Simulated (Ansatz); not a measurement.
A geometry relaxed with r2SCAN-D4/def2-SVP in Ansatz (a quantum-chemistry and plane-wave program), charge 0, multiplicity 1:

```xyz
18

H     -1.7905    -2.7110    -0.1991
C     -0.0465     0.2695     0.0201
H     -3.6973    -1.1164    -0.0809
H     -3.3024     1.3342     0.0995
C     -2.4544     0.6478     0.0487
B      3.6809    -0.6248    -0.0480
C     -2.6716    -0.7394    -0.0534
H      1.7525     1.5698     0.1154
C     -0.3010    -1.1299    -0.0830
H      4.2956     0.4108     0.0282
N     -0.7141     3.7108     0.2743
S      1.1789    -2.0270    -0.1498
C     -1.6100    -1.6359    -0.1199
C      2.1522    -0.5670    -0.0426
C      1.3448     0.5587     0.0410
C     -1.1560     1.1618     0.0863
H      4.2624    -1.6790    -0.1267
C     -0.9234     2.5669     0.1899
```

Task: Write the SMILES of this molecule.

Result: `Bc1cc2c(C#N)cccc2s1`
